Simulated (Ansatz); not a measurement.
`CC(=O)O[Si](Cl)(Cl)Cl`. The species carries charge 0 and has multiplicity 1.

```tsv
atom	x (Å)	y (Å)	z (Å)
C1	-1.5675	-0.3834	-1.2053
C2	-0.6094	-0.4983	-0.0683
O3	-0.6442	-1.3026	0.8141
O4	0.3625	0.4561	-0.1388
Si5	1.5800	0.6061	0.9642
Cl6	2.6606	2.1800	0.3013
Cl7	0.8577	1.0128	2.8036
Cl8	2.7435	-1.0418	1.0001
H9	-1.0279	-0.4857	-2.1488
H10	-2.0237	0.6085	-1.2004
H11	-2.3315	-1.1517	-1.1216
```

Problem. What are the harmonic wavenumbers in cm⁻¹ at PBE0-D4/def2-TZVP (Ansatz, finite differences of forces, unscaled)? (Estimate.)

Solution. Ansatz gave: 54, 72, 87, 114, 156, 166, 203, 227, 282, 360, 477, 596, 617, 640, 653, 792, 971, 1031, 1064, 1245, 1396, 1458, 1465, 1854, 3074, 3144, 3194.

Problem. Is this a minimum?

Solution. Yes, all 27 modes are real.

Problem. Give the ideal-gas thermochemistry at 298.15 K and 1 bar (rigid rotor, harmonic oscillator; point group Cs, symmetry number 1).

Solution. Zero-point energy 151.9 kJ/mol; H(298) − E = 180.8 kJ/mol; entropy 429.4 J/(mol·K), of which translation 174.5, rotation 128.0, vibration 126.9; G(298) − E = 52.8 kJ/mol. Modes under 100 cm⁻¹ are hindered rotations or soft bends, so the harmonic entropy is rough.

Problem. Rotational constants (cm⁻¹)?

Solution. 0.04078, 0.02462, 0.02395.
